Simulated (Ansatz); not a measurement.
`N=[C](O)[AlH][F]` + `CC(C)Cl` → `[CH3][AlH][C](=N)O` + `CC(F)Cl`  (formal exchange of groups at the Al–F bond)

Program: Ansatz. Geometries: PBE0-D4/def2-TZVP. ΔE: electronic, gas phase. CCSD(T)/CBS is the MP2 limit (def2-TZVPP, def2-QZVPP) plus CCSD(T) − MP2 in def2-TZVPP, frozen cores. Functionals use def2-TZVPP. B3LYP here is the variant with VWN-RPA as its local correlation; programs differ in this. One conformer a species, not always the lowest.

`N=[C](O)[AlH][F]`:

Cartesian coordinates in Å:
```
N 1.427 0.118 0.125
C 0.176 0.119 0.344
O -0.445 0.464 1.491
Al -0.814 -0.460 -1.255
F -2.461 -0.482 -1.210
H 1.998 0.417 0.924
H 0.212 0.723 2.156
H -0.093 -0.900 -2.575
```

`CC(C)Cl`:

Cartesian coordinates in Å:
```
C 0.535 -1.000 0.618
C -0.535 -0.169 -0.052
C -0.065 1.215 -0.432
Cl -1.114 -1.027 -1.529
H 0.165 -1.994 0.869
H 1.402 -1.109 -0.036
H 0.858 -0.507 1.539
H -1.418 -0.107 0.586
H 0.245 1.756 0.467
H 0.788 1.159 -1.111
H -0.859 1.782 -0.920
```

`[CH3][AlH][C](=N)O`:

Z-matrix (Å, degrees):
```
C
Al 1 1.947
H 1 1.092 2 112.5
H 1 1.096 2 111.2 3 -120.8
H 1 1.096 2 111.2 3 120.7
C 2 1.993 1 114.5 3 179.4
H 2 1.584 1 124.2 3 -0.7
O 6 1.351 2 116.8 1 -179.8
N 6 1.272 2 125.3 1 0.2
H 8 0.972 6 106.6 2 -180.0
H 9 1.016 6 111.5 2 -0.0
```

`CC(F)Cl`:

```xyz
8

C    -0.651    0.075    0.471
C     0.549   -0.195   -0.385
F     1.661   -0.321    0.393
Cl    0.822    1.131   -1.546
H    -1.544    0.159   -0.148
H    -0.781   -0.751    1.175
H    -0.513    1.002    1.027
H     0.458   -1.101   -0.986
```

```tsv
level	ΔE (kJ/mol)	difference from CCSD(T)/CBS
PBE-D4	194.7	-22.1
r2SCAN-D4	201.8	-15.0
PBE0-D4	200.1	-16.7
B3LYP-D4	206.6	-10.2
ωB97X-V	203.1	-13.7
ωB97M-V	203.8	-13.0
B2PLYP	212.5	-4.3
PBE	193.3	-23.5
r2SCAN	201.5	-15.3
PBE0	199.0	-17.8
B3LYP	204.3	-12.5
HF/def2-TZVPP	213.2	-3.6
MP2/def2-TZVPP	225.1	8.3
SCS-MP2/def2-TZVPP	222.2	5.4
CCSD/def2-TZVPP	215.8	-1.0
CCSD(T)/def2-TZVPP	214.4	-2.4
HF/def2-QZVPP	215.1	-1.7
MP2/def2-QZVPP	227.1	10.3
SCS-MP2/def2-QZVPP	224.5	7.7
HF/CBS(def2)	215.4	-1.4
MP2/CBS(def2)	227.5	10.7
CCSD/CBS(def2)	218.2	1.4
CCSD(T)/CBS	216.8	0
```

Largest T1 diagnostic among the species: 0.015.

From PBE to PBE0 (25 % exact exchange), in def2-TZVPP and without D4, ΔE moves by +5.7 kJ/mol.
